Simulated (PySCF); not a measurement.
F4Ti, SMILES [F][Ti]([F])([F])[F] (connectivity only; charge and spin as stated), charge -1, multiplicity 2. Atoms are numbered in the order given.

```xyz
5

Ti     0.0000     0.0000     0.0000
F      1.1637     1.1637    -0.8795
F      1.1637    -1.1637     0.8795
F     -1.1637    -1.1637    -0.8795
F     -1.1637     1.1637     0.8795
```
Charge -1, spin multiplicity 2.

The structure is a stationary point at B3LYP-D3(BJ)/def2-SVPD. The spin state was assumed, not searched. The isomer is the one that the SMILES or the coordinates give; other isomers of the formula were not compared.

Computed with PBE/def2-SVPD (PySCF).

Isolated molecule, no solvent. A positive occupied level means that this level leaves the electron formally unbound; only the finite basis holds it.

```yaml
total_energy: -1248.23184 hartree
point_group: D2d
"α spin, highest occupied and lowest empty level": 1.86 and 2.41 eV
"β spin, highest occupied and lowest empty level": -3.69 and 2.90 eV
dipole_moment_about_the_centre_of_nuclear_charge: 0.000 e·Å
mean_static_polarisability: 50.9 bohr³ (7.55 Å³)
polarisability_principal_values: 50.0, 50.0, 52.8 bohr³
"⟨S²⟩": 0.752 (pure state 0.75)
```
